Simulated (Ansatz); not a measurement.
`[CH3][Al]([OH])[Br]` + H₂S → `[CH3][Al]([SH])[Br]` + H₂O at 400 K and 1 bar (ligand exchange at the Al–O bond).

Program: Ansatz. Geometries: PBE0-D4/def2-TZVP. ΔE: electronic, gas phase. CCSD(T)/CBS is the MP2 limit (def2-TZVPP, def2-QZVPP) plus CCSD(T) − MP2 in def2-TZVPP, frozen cores. This one scheme is used for every species. For Br outer-core shells are correlated without core-valence functions, which leaves a few kJ/mol of doubt a bond. Scalar relativity is left out up to krypton. One conformer a species, not always the lowest.

```
              species  CCSD(T)/CBS energy (Eh)  H − E (kJ/mol)  S (J/(mol·K))
`[CH3][Al]([OH])[Br]`              -2931.11374           163.9          381.6
                  H₂S               -398.97279            53.4          215.9
`[CH3][Al]([SH])[Br]`              -3253.69870           154.5          402.0
                  H₂O                -76.37941            69.8          198.6
```

H − E and S are ideal-gas, rigid-rotor, harmonic terms from PBE0-D4/def2-TZVP, for one conformer and one mirror image of each species. 1 Eh = 2625.50 kJ/mol, R = 8.31446 J/(mol·K).

Q: By hand: ΔE, ΔH, ΔS and ΔG.

A: ΔE = (-3253.69870) + (-76.37941) − (-2931.11374) − (-398.97279) = 0.00842 Eh = 22.1 kJ/mol. Δ(H − E) = 154.5 + 69.8 − 163.9 − 53.4 = 7.0, so ΔH = 29.1 kJ/mol. ΔS = 402.0 + 198.6 − 381.6 − 215.9 = 3.1 J/(mol·K). ΔG = 29.1 − 400 × (3.1)/1000 = 27.9 kJ/mol.

Q: By hand: the equilibrium constant, and the temperature at which ΔG would vanish if ΔH and ΔS stayed fixed.

A: log₁₀ K = −ΔG/(RT ln 10) = -3.6. ΔG = 0 at ΔH/ΔS = 9387 K, far beyond where these terms or the molecules hold.

The number of gas molecules stays the same, so ΔS is small and ΔH decides. A doubt of 5 kJ/mol in ΔE shifts log₁₀ K by 0.7 here. Other conformers and mirror images would add mixing entropy, several J/(mol·K) or more a flexible species. Modes under 60 cm⁻¹, often nearly free rotors, make the harmonic entropy too high. These are equilibria of isolated gas molecules and say nothing of rates. Largest T1 diagnostic: 0.009 (customary marks: 0.02 for closed shells, 0.045 for open ones).
